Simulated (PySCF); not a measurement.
# Basis and Hamiltonian dependence of the excitation energy of Be

Be [He] 2s2 (1S) → Be [He] 2p2 (3P). Calculated with PySCF 2.14 from differences of total energies of unrestricted determinants, without spin-orbit coupling. Values in eV.

```tsv
basis	Hamiltonian	functions	UHF	r2SCAN	PBE0	MP2 (valence)	CCSD(T) (valence)	CCSD(T) (valence and next inner shell)
def2-TZVPPD	non-relativistic	22	6.463	6.078	6.244	7.049	7.486	7.471
aug-cc-pVDZ-DK	spin-free X2C	23	6.475	6.094	6.262	7.038	7.461	n/a
aug-pcseg-2	non-relativistic	24	6.531	6.124	6.305	7.064	n/a	n/a
cc-pVTZ	non-relativistic	30	6.448	6.057	6.230	7.061	n/a	n/a
x2c-QZVPPall	spin-free X2C	36	6.444	6.051	6.223	7.057	7.446	7.397
dyall-av2z	non-relativistic	42	6.436	6.049	6.219	7.038	7.442	n/a
aug-cc-pVTZ	non-relativistic	46	6.446	6.054	6.227	7.053	7.438	n/a
aug-cc-pCVTZ-DK	spin-free X2C	59	6.449	6.052	6.227	7.067	7.446	7.430
aug-cc-pCVTZ	non-relativistic	59	6.445	6.048	6.223	7.063	7.443	7.427
dyall-acv3z	spin-free X2C	76	6.442	6.049	6.219	7.071	7.445	7.429
dyall-acv3z	non-relativistic	76	6.438	6.045	6.215	7.067	7.441	7.425
aug-cc-pVQZ	non-relativistic	80	6.440	6.046	6.218	7.072	7.437	n/a
aug-cc-pVQZ with one added diffuse shell each of s, p, d, f, g type	non-relativistic	105	6.440	6.046	6.218	7.072	n/a	n/a
aug-cc-pCVQZ	non-relativistic	109	6.440	6.044	6.216	7.075	n/a	n/a
```

Frozen in the all-electron rows: valence: 1s2; valence and next inner shell: nothing.

Reference for a calculation without spin-orbit coupling: 7.401 eV (measured, between term centres; NIST).
